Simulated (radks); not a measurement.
Results of a calculation; reference values are marked as such.
Question: Species: Pr XXXVI. Configuration: [Ar] 3d6. Code: a radial shooting solver on a logarithmic mesh with Libxc functionals. Model: Dirac Kohn-Sham, Wu-Cohen GGA, spin-unpolarised, spherical densities, point nucleus; open shells fill j = l - 1/2 first.

Spin-orbit splittings of the eigenvalues, e(l+1/2) - e(l-1/2), with zeta = 2 splitting/(2l+1) and mean radii in bohr:

shell  occ.  splitting (eV)  zeta (eV)  <r> j=l-1/2  <r> j=l+1/2
2p        6           486.7      324.4      0.08562      0.09183
3p        6           107.9      71.95       0.2485       0.2591
3d        6               ?          ?       0.2276       0.2309

Estimate the 3d splitting.

Answer: 24.45 eV (zeta = 9.782 eV).
